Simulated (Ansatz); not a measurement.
Start from `C[SiH](S)CO` and change one atom or group to get `C[SiH](S)CS`.

Ansatz, PBE0-D4/def2-TZVP geometries, multiplicity 1. Each molecule was computed in one conformer, which needn't be the lowest.

| property | `C[SiH](S)CO` |
| --- | --- |
| HOMO–LUMO gap (ωB97M-V/def2-TZVPP) / eV | 11.67 |
| HOMO–LUMO gap (PBE/def2-TZVPP) / eV | 5.38 |
| HOMO energy (B3LYP/def2-TZVPP) / eV | -7.15 |
| size of the dipole moment (PBE/def2-TZVPP) / D | 2.49 |
| size of the dipole moment (ωB97M-V/def2-TZVPP) / D | 2.59 |
| HOMO energy (PBE0/def2-TZVPP) / eV | -7.37 |

Q: What does the change do to each property? (Best estimate.)

A: Computed: 
```tsv
property	`C[SiH](S)CS`	shift
HOMO–LUMO gap (ωB97M-V/def2-TZVPP) / eV	10.84	-0.83
HOMO–LUMO gap (PBE/def2-TZVPP) / eV	4.87	-0.51
HOMO energy (B3LYP/def2-TZVPP) / eV	-6.56	0.59
size of the dipole moment (PBE/def2-TZVPP) / D	0.54	-1.95
size of the dipole moment (ωB97M-V/def2-TZVPP) / D	0.50	-2.09
HOMO energy (PBE0/def2-TZVPP) / eV	-6.79	0.58
```

With PBE0 the HOMO rises by 0.58 eV and the LUMO falls by 0.19 eV, so the gap narrows by about 0.77 eV. PBE moves the HOMO by 0.34 eV and ωB97M-V by 0.66 eV. Dipoles are sizes alone; their direction can turn.

B3LYP here is the variant with VWN-RPA as its local correlation; programs differ in this.
